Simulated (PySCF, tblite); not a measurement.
Isomers of C6H10FNO. Level: GFN2-xTB in tblite, geometry and Hessian alike; calculated harmonic values, unscaled, isolated species. Errors from tens to a few hundred cm⁻¹ against measured bands are possible. One conformer each.

Electronic energies: PBE0/pcSseg-1 single points on the GFN2-xTB geometries (PySCF, gas phase).

```
                    SMILES  electronic energy, lowest = 0 (kJ/mol)
       C/C(F)=C\C(=O)N(C)C                                    89.0
C[C@@H]1C(=O)N(C)C[C@@H]1F                                     0.0
      CNC(=O)[C@H](F)C1CC1                                    94.1
          COC1=C(F)N(C)CC1                                   219.4
         CC(=O)N/C=C(/C)CF                                    61.4
      C=C[C@@H](CF)C(=O)NC                                   103.7
```

Question: How do GFN2-xTB zero-point energies change the relative energies?

Answer: 
| SMILES | ZPE (kJ/mol) | of it from modes above 1550 cm⁻¹ | electronic (kJ/mol) | with ZPE, lowest = 0 (kJ/mol) | lowest mode (cm⁻¹) | rings |
| --- | --- | --- | --- | --- | --- | --- |
| C[C@@H]1C(=O)N(C)C[C@@H]1F | 406.0 | 189.1 | 0.0 | 0.0 | 58 | 1 |
| CC(=O)N/C=C(/C)CF | 398.7 | 203.7 | 61.4 | 54.1 | 15 | 0 |
| C/C(F)=C\C(=O)N(C)C | 397.8 | 200.6 | 89.0 | 80.8 | 32 | 0 |
| CNC(=O)[C@H](F)C1CC1 | 402.9 | 195.1 | 94.1 | 91.1 | 31 | 1 |
| C=C[C@@H](CF)C(=O)NC | 398.0 | 203.8 | 103.7 | 95.7 | 29 | 0 |
| COC1=C(F)N(C)CC1 | 403.3 | 187.9 | 219.4 | 216.7 | 66 | 1 |

The zero-point energies span 8.2 kJ/mol, from `C/C(F)=C\C(=O)N(C)C` to `C[C@@H]1C(=O)N(C)C[C@@H]1F`. The order is unchanged.

Question: And how do the electronic energies of GFN2-xTB itself compare?

Answer: `C[C@@H]1C(=O)N(C)C[C@@H]1F` 0.0; `CC(=O)N/C=C(/C)CF` 95.9; `C/C(F)=C\C(=O)N(C)C` 106.0; `CNC(=O)[C@H](F)C1CC1` 127.2; `C=C[C@@H](CF)C(=O)NC` 149.1; `COC1=C(F)N(C)CC1` 132.5 kJ/mol, lowest = 0. Against the energies above, taken from the same isomer `C[C@@H]1C(=O)N(C)C[C@@H]1F`, the largest difference is 86.9 kJ/mol.

Question: What do entropy and thermal enthalpy add at 298.15 K and 1 bar (rigid rotor, harmonic oscillator, one conformer each)?

Answer: 
```tsv
SMILES	point group	symmetry number	S (J/(mol K))	H − H(0) (kJ/mol)	ZPE + H − H(0) − TS (kJ/mol)
C[C@@H]1C(=O)N(C)C[C@@H]1F	C1	1	395.5	27.16	315.2
C/C(F)=C\C(=O)N(C)C	C1	1	430.0	30.99	300.6
CNC(=O)[C@H](F)C1CC1	C1	1	416.4	28.67	307.4
C=C[C@@H](CF)C(=O)NC	C1	1	435.2	30.77	299.0
COC1=C(F)N(C)CC1	C1	1	399.5	27.92	312.1
```

Not tabulated: `CC(=O)N/C=C(/C)CF` (lowest mode only 15 cm⁻¹).
